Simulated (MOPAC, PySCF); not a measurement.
Constitutional and geometric isomers with formula CH2B2O. Gas-phase values, no solvent. One relaxed conformer stands for each flexible species; it need not be the lowest. Strings in code marks are SMILES.

Quantity: vertical ionisation energy (energy after one electron is removed minus that of the parent at the parent's geometry), in eV.

Level 1: r2SCAN-D4/def2-TZVP (PySCF)
Level 2: PBE/6-31G* // r2SCAN-D4/def2-TZVP (PySCF)
Level 3: SVWN5/6-31G* // r2SCAN-D4/def2-TZVP (PySCF)
Level 4: minus the HOMO energy of PM3 // r2SCAN-D4/def2-TZVP (MOPAC)

```tsv
species	level 2	level 3	level 4
`[H]/B=C1\BO1`	8.61	8.88	10.17
`BB=C=O`	8.61	8.85	9.64
`OB1B=C1`	9.73	9.88	10.80
```

**Question.** What does level 1 give for each?

**Answer.** 
- `[H]/B=C1\BO1`: 8.72
- `BB=C=O`: 8.75
- `OB1B=C1`: 9.93
